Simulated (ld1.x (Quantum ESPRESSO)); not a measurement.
# Before and after: TM semilocal potential for tin

- Element: tin (Sn)
- Generator: ld1.x (Quantum ESPRESSO) 7.5
- Type: norm-conserving Troullier–Martins (semilocal form)
- Functional: PBE
- Relativity: scalar-relativistic
- Frozen core: [Kr]
- Valence charge: 14
- Reference configuration: 4d10 5s2 5p2
- Partial waves: 5s (bound): rc 1.50 bohr; 4d (bound): rc 1.35 bohr; 5p (bound): rc 2.25 bohr
- Local potential: the p channel
- Core correction: none

Change: all radii scaled by about 1.15 (s 1.72, p 2.60, d 1.56 bohr).

Cutoffs: the cutoffs (Ry, on a coarse ladder) from which the occupation-weighted sum of valence levels, in a spherical-Bessel basis at the reference potential, stays within 10 and 1 mRy of its value at 400 Ry; they do not see the model core or the augmentation charge, which bear on the density cutoff. Errors are all-electron minus pseudo energies relative to the spin-unpolarised reference configuration.

Task: How do hardness, ghosts and transferability respond?

Result: The potential gets neither clearly harder nor softer (90 Ry and 160 Ry → 90 Ry and 140 Ry); the d channel sets the loose cutoff, while the largest relative change is in s, which becomes softer; of the 7 tests that both files solve, the error grows in 1 and shrinks in 3 by more than 15 % and 0.3 meV (median size 5.6 → 5.2 meV); neither file shows a bound ghost. A semilocal file is local in each channel, so a ghost entry of none says nothing of the separable form that plane-wave codes build from it.

```tsv
quantity	base	changed
cutoff, loose	90 Ry	90 Ry
cutoff, tight	160 Ry	140 Ry
loose cutoff by channel (10 mRy a level)	s 35 Ry, d 80 Ry, p 6 Ry	s 21 Ry, d 70 Ry, p 6 Ry
bound ghosts	none	none
error for 4d10 5s2 5p1, meV [ΔE 6.87 eV]	-0.4	-0.3
error for 4d10 5s2 5p0, meV [ΔE 20.83 eV]	+2.7	+1.4
error for 4d10 5s1 5p0, meV [ΔE 51.80 eV]	+58	+36
error for 4d9 5s2 5p3, meV [ΔE 24.47 eV]	-85	-158
error for 4d10 5s0 5p4, meV [ΔE 14.19 eV]	-8.5	+6.2
error for 4d10 5s1 5p2, meV [ΔE 14.52 eV]	+5.6	+5.2
error for 4d10 5s2 5p1.5, meV [ΔE 2.62 eV]	-0.4	-0.3
```
